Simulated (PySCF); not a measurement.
PySCF 2.14 output of an unrestricted PBE calculation on a single atom or ion in dyall-av2z (16s12p7d2f, 101 functions), with the non-relativistic Hamiltonian (point nucleus):

```
SCF conv_tol = 1e-09
number electrons alpha = 15  beta = 11
    J. P. Perdew, K. Burke, and M. Ernzerhof.,  Phys. Rev. Lett. 77, 3865 (1996)
    J. P. Perdew, K. Burke, and M. Ernzerhof.,  Phys. Rev. Lett. 78, 1396 (1997)
    J. P. Perdew, K. Burke, and M. Ernzerhof.,  Phys. Rev. Lett. 77, 3865 (1996)
    J. P. Perdew, K. Burke, and M. Ernzerhof.,  Phys. Rev. Lett. 78, 1396 (1997)
cycle= 1 E= -1381.98767858028  delta_E= -0.0226  |g|= 0.133  |ddm|= 0.194
cycle= 2 E= -1381.98132430419  delta_E= 0.00635  |g|= 0.26  |ddm|= 0.113
cycle= 3 E= -1381.99121281929  delta_E= -0.00989  |g|= 0.021  |ddm|= 0.0533
cycle= 4 E= -1381.99130635846  delta_E= -9.35e-05  |g|= 0.00195  |ddm|= 0.009
cycle= 5 E= -1381.99130698403  delta_E= -6.26e-07  |g|= 0.00063  |ddm|= 0.000907
cycle= 6 E= -1381.991307078  delta_E= -9.4e-08  |g|= 0.000154  |ddm|= 0.000449
cycle= 7 E= -1381.99130708139  delta_E= -3.39e-09  |g|= 1.29e-05  |ddm|= 5.31e-05
cycle= 8 E= -1381.99130708142  delta_E= -3.32e-11  |g|= 1.41e-06  |ddm|= 6.59e-06
converged SCF energy = -1381.99130708142  <S^2> = 6.0010898  2S+1 = 5.0004359
```

The run itself started from symmetry-adapted Hartree-Fock orbitals and held the occupation by maximum overlap, on a logarithmic radial grid, so the iterations belong to that start.

**Question.** Which element, charge and spin multiplicity is this?

**Answer.** Co⁺ (cobalt, charge +1), multiplicity 5; the state was [Ar] 3d7 4p1, one real determinant (an excited configuration).

⟨L²⟩ = 13.90 against 20 for a pure G term, so this real determinant mixes terms.
